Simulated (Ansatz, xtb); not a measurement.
# Two isomers of CH9NSSi2

Structure a: `C[Si@H](N)S[SiH3]`, a singlet. Structure b: `C[SiH2]S[SiH2]N`, a singlet. Both are isolated molecules in the gas phase, relaxed with PBE0-D3(BJ)/def2-SVP; the shapes shown needn't be the lowest conformers.

a (Å):

```xyz
14

C    -2.0986    0.6754   -2.3193
N    -1.3238    3.3236   -1.3486
S    -0.4133    0.8570    0.5210
Si   -1.8621    1.7725   -0.8283
Si   -1.6088   -0.7044    1.3647
H    -2.8340    1.1154   -3.0106
H    -1.1452    0.5434   -2.8545
H    -2.4526   -0.3230   -2.0206
H    -3.1260    1.9424   -0.0516
H    -1.2246    4.0677   -0.6661
H    -0.5816    3.3759   -2.0384
H    -2.8764   -0.1633    1.9437
H    -1.9728   -1.7432    0.3516
H    -0.7958   -1.3404    2.4403
```

b (Å):

```xyz
14

C    -2.8735    0.2597    0.2658
N     3.2543   -0.8415    1.6699
S     0.0062   -0.7145    1.4249
Si   -1.0411    0.4112   -0.0812
Si    1.9784   -0.6895    0.5256
H    -3.1110    0.6523    1.2659
H    -3.1893   -0.7933    0.2232
H    -3.4525    0.8294   -0.4776
H    -0.7094   -0.1292   -1.4375
H    -0.6090    1.8427   -0.0489
H     2.1026   -1.8366   -0.4176
H     2.1086    0.6085   -0.2010
H     3.4641   -1.7598    2.0460
H     3.3781   -0.1279    2.3802
```

Quicker runs give these differences E(b) − E(a): GFN2-xTB −0.31 kcal/mol; HF/STO-3G +0.94 kcal/mol (at GFN2-xTB geometries); r2SCAN-D4/def2-SVP +1.62 kcal/mol (at GFN2-xTB geometries).

Problem. Estimate which is lower in electronic energy at CCSD(T)/def2-SVP + ΔMP2/def2-TZVPP, and by roughly how much.

Solution. Too close to call at this level: CCSD(T)/def2-SVP + ΔMP2/def2-TZVPP gives E(b) − E(a) = +0.91 kcal/mol.

The same difference at several levels:

```csv
level,geometry,E(b) − E(a) (kcal/mol),departure from the last row (kcal/mol),"job, with rough time for the two"
GFN2-xTB,GFN2-xTB,−0.31,−1.22,"optimisation, 0.5 s"
HF/STO-3G,GFN2-xTB,+0.94,+0.04,"single point, 0.6 s"
r2SCAN-D4/def2-SVP,GFN2-xTB,+1.62,+0.71,"single point, 5.9 s"
PBE0-D3(BJ)/def2-SVP,PBE0-D3(BJ)/def2-SVP,+1.25,+0.34,"optimisation, 2.7 min"
HF/def2-SVP,PBE0-D3(BJ)/def2-SVP,+0.52,−0.39,part of the CCSD(T) run
MP2/def2-SVP,PBE0-D3(BJ)/def2-SVP,+0.95,+0.05,part of the CCSD(T) run
CCSD(T)/def2-SVP,PBE0-D3(BJ)/def2-SVP,+1.01,+0.11,single point
CCSD(T)/def2-SVP + ΔMP2/def2-TZVPP,PBE0-D3(BJ)/def2-SVP,+0.91,,"single point, 71 s"
```

As drawn, both hold the same kinds of bond in the same numbers.

The largest departure from CCSD(T)/def2-SVP + ΔMP2/def2-TZVPP is that of GFN2-xTB, 1.22 kcal/mol. The last row adds to CCSD(T) the change of the MP2 difference between the two basis sets, here −0.11 kcal/mol.

With thermal terms from frequencies at re-optimised GFN2-xTB minima (ideal gas, soft modes damped towards free rotors, one conformer each, 298.15 K, 1 atm): on the last row, ΔE + ΔZPE = +0.93, ΔH = +0.88, ΔG = +0.93 kcal/mol.

The correlated steps freeze 17 core orbitals. Mirror images aren't counted in ΔG. Codes used: Ansatz 0.2.0, xtb 6.7.1; the last row on 2 threads of AMD EPYC 7R43 64-Core Processor (Zen 3) on a shared host.
